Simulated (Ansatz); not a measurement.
Mulliken charges of `[F][Hf]([SH])([SH])[SH]` from B3LYP/def2-TZVPP in Ansatz (PBE0-D4/def2-TZVP geometry).

| atom | x (Å) | y (Å) | z (Å) | charge (e) |
| --- | --- | --- | --- | --- |
| F1 | -1.917 | 0.331 | -0.231 | -0.324 |
| Hf2 | -0.064 | 0.011 | -0.007 | 0.824 |
| S3 | 1.082 | 2.003 | 0.772 | -0.281 |
| S4 | 0.332 | -1.750 | 1.614 | -0.281 |
| S5 | 0.967 | -0.664 | -2.098 | -0.281 |
| H6 | 0.348 | 2.776 | -0.056 | 0.114 |
| H7 | -0.650 | -1.273 | 2.406 | 0.114 |
| H8 | -0.098 | -1.434 | -2.400 | 0.114 |

**Question.** By hand: the dipole of these point charges (1 e Å = 4.8032 D).

**Answer.** Σ q r = (-0.146, 0.025, -0.018) e Å, of length 0.149 e Å = 0.72 D.

**Question.** How does the dipole of the full density compare? (Estimate.)

**Answer.** Ansatz gave: (-0.239, 0.041, -0.029) e Å, 1.17 D; the point charges give 0.62 times that, at 0° from its direction.

Point charges leave out the atoms' own dipoles, such as those of lone pairs, and Mulliken's split depends on the basis, so the two needn't agree.

B3LYP here is the variant with VWN-RPA as its local correlation; programs differ in this.
